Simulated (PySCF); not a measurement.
B(F)2(Et) (C₂H₅BF₂), SMILES CCB(F)F.

Geometry: PBE0-D3(BJ)/def2-SVP. Other conformers were not sampled.

Two levels are set side by side: PBE/def2-TZVP (PySCF) and M06-2X/def2-TZVP (PySCF). Same geometry, gas phase. Differences are taken from unrounded values.

```tsv
quantity	M06-2X	PBE	PBE minus M06-2X
orbital gap (eV)	11.94	7.21	-4.74
highest occupied level (eV)	-10.79	-7.88	2.91
lowest empty level (eV)	1.16	-0.67	-1.83
dipole moment (D)	1.73	1.57	-0.16
mean polarisability (bohr³)	37.1	39.3	2.2
```

PBE's occupied levels lie high since its potential decays too fast outside the molecule; exact exchange lowers them and widens the gap. PBE's more diffuse valence density responds more strongly to a field. Differences between two approximate levels are no errors against the true value.

Rough cost on one machine, each run with all the roots and properties that it gave: M06-2X against PBE about 4 times.
